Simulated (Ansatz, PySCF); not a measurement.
Potential energy curve for BeH (cation, charge +1), singlet.

Computed with: UKS-B3LYP/6-31G* = PySCF with unrestricted B3LYP/6-31G*, spherical d; RKS-LDA (SVWN5)/6-31G* = restricted LDA (SVWN5)/6-31G*, spherical d (PySCF); UKS-LDA (SVWN5)/6-31G* = unrestricted LDA (SVWN5)/6-31G*, spherical d (PySCF); FCI = full CI/aug-cc-pVTZ, frozen core (Ansatz, a first-principles code).

Energies relative to the lowest point of each curve near equilibrium, in kcal/mol; the last columns give the difference from FCI:

```csv
R / Å,UKS-B3LYP/6-31G*,RKS-LDA (SVWN5)/6-31G*,UKS-LDA (SVWN5)/6-31G*,FCI,UKS-B3LYP/6-31G* − FCI,RKS-LDA (SVWN5)/6-31G* − FCI,UKS-LDA (SVWN5)/6-31G* − FCI
1.07,18.3,20.4,20.4,16.7,1.6,3.8,3.8
1.13,9.7,11.3,11.3,8.6,1.1,2.7,2.7
1.21,3.0,3.9,3.9,2.4,0.5,1.5,1.5
1.24,1.5,2.3,2.3,1.2,0.4,1.1,1.1
1.29,0.2,0.6,0.6,0.1,0.1,0.5,0.5
1.33,0.0,0.0,0.0,0.0,0.0,0.0,0.0
1.37,0.4,0.0,0.0,0.5,-0.1,-0.4,-0.4
1.42,1.5,0.8,0.8,1.7,-0.2,-0.9,-0.9
1.44,2.1,1.3,1.3,2.3,-0.2,-1.0,-1.0
1.55,7.1,5.4,5.4,7.2,-0.1,-1.8,-1.8
1.62,11.1,8.9,8.9,11.0,0.1,-2.1,-2.1
1.78,21.5,18.2,18.2,20.7,0.8,-2.5,-2.5
1.99,35.8,31.3,31.3,33.4,2.4,-2.1,-2.1
2.20,47.0,43.5,43.4,44.3,2.7,-0.8,-0.9
2.38,53.7,52.6,51.5,51.8,1.8,0.8,-0.3
2.70,60.9,65.9,60.6,61.2,-0.3,4.6,-0.6
2.89,63.6,71.9,64.0,64.8,-1.1,7.2,-0.8
3.22,66.7,79.9,67.7,68.5,-1.7,11.4,-0.8
3.64,69.0,86.1,70.2,70.6,-1.6,15.5,-0.4
4.00,70.1,89.0,71.1,71.3,-1.3,17.7,-0.2
4.66,70.8,90.8,71.4,71.8,-1.0,19.0,-0.4
5.23,70.7,90.6,70.8,71.9,-1.2,18.7,-1.1
```

UKS-B3LYP/6-31G* is furthest from FCI at 2.20 (2.7 kcal/mol, above); its mean absolute difference over the points is 0.9 kcal/mol.

RKS-LDA (SVWN5)/6-31G* is furthest from FCI at 4.66 (19.0 kcal/mol, above); its mean absolute difference over the points is 5.3 kcal/mol.

UKS-LDA (SVWN5)/6-31G* is furthest from FCI at 1.07 (3.8 kcal/mol, above); its mean absolute difference over the points is 1.2 kcal/mol.

The unrestricted determinant behind UKS-B3LYP/6-31G* is spin-contaminated at 1.99 to 5.23 Å (<S²> up to 0.9, against 0.00 for a pure singlet). The restricted form behind RKS-LDA (SVWN5)/6-31G* keeps the bonding electrons paired and can't separate into open-shell fragments. The unrestricted determinant behind UKS-LDA (SVWN5)/6-31G* is spin-contaminated at 2.20 to 5.23 Å (<S²> up to 0.8, against 0.00 for a pure singlet).
